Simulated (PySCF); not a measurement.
Os⁺: ionisation energy

Os⁺ [Xe] 4f14 5d6 6s1 (6D) → Os²⁺ [Xe] 4f14 5d6 (5D), as a difference of total energies. Computed with PySCF 2.14 in ANO-RCC-VTZP (8s7p5d3f2g1h, 104 functions), with scalar relativity by spin-free X2C-1e. Correlated levels: valence: [Xe] 4f14 frozen. The calculations carry no spin-orbit coupling.

Question: Order these methods by the ionisation energy they give, lowest first.
A. MP2 (valence)
B. r2SCAN
C. SCS-MP2 (valence)
D. PBE0

Answer: C (16.480 eV), A (16.819 eV), D (17.371 eV), B (17.711 eV).

A first-order spin-orbit estimate (lowest level to lowest level, LS coupling) adds -0.020 eV.

Errors of the correlated levels include the incompleteness of this basis and the frozen core.

For comparison: 17 ± 1 eV (semi-empirical (NIST evaluation); NIST Atomic Spectra Database, ionization energies).
